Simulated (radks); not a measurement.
Gd+, 63 electrons, occupied as [Xe] 4f7 5d1 7p1 (not the ground configuration).

Calculated with a radial shooting solver on a logarithmic mesh with Libxc functionals: scalar-relativistic Kohn-Sham, r2SCAN, spin-polarised, spherical densities, finite nucleus; open shells are filled with parallel spins first (spin-orbit coupling, left out, can overturn this in heavy ions); meta-GGA in the generalised Kohn-Sham scheme; Fermi nuclear charge, rms radius 5.1569 fm.

Energy parts (eV):
| part | energy |
|---|---|
| total | -306710.31 |
| kinetic | 329315.29 |
| electron-nucleus | -747540.55 |
| Hartree | 118298.71 |
| exchange-correlation | -6783.77 |

Orbitals (lengths in bohr, moments of r in powers of bohr):
orbital  occ.  eigenvalue (eV)      <r>
1s up       1        -50180.24  0.02191
1s down     1        -50180.23  0.02191
2s up       1        -8314.649  0.09326
2s down     1        -8314.609  0.09326
2p up       3        -7396.946  0.08238
2p down     3        -7396.901  0.08237
3s up       1        -1859.848   0.2441
3s down     1        -1856.503   0.2439
3p up       3        -1574.048   0.2429
3p down     3        -1570.695   0.2425
3d up       5        -1196.373   0.2214
3d down     5        -1193.744   0.2210
4s up       1        -389.3542   0.5532
4s down     1        -381.3411   0.5532
4p up       3        -294.6941   0.5854
4p down     3        -286.6541   0.5854
4d up       5        -163.2229   0.6362
4d down     5        -155.1217   0.6374
5s up       1         -62.8277    1.326
5s down     1         -58.6351    1.358
5p up       3         -39.4664    1.538
5p down     3         -36.2155    1.576
4f up       7         -21.1755   0.8467
4f down     0         -13.7461   0.8993
5d up       1         -12.2156    2.331
5d down     0          -9.6600    2.389
7p up       1          -3.5278    9.165

The highest occupied level is 7p up at -3.528 eV. The configuration is held as typed, so some empty levels lie below it. The density falls to 0.001 e/bohr^3 at r = 3.82 bohr. The spin density at the nucleus is 5.63 e/bohr^3 (1s 0.01, 2s -0.78, 3s -20.04, 4s 3.20, 5s 23.25). Summed over all electrons, <r^2> = 135.4 bohr^2, which gives a Langevin (diamagnetic) susceptibility term of -107 x 10^-6 cm^3/mol. Spin moment in Bohr magnetons: 9.
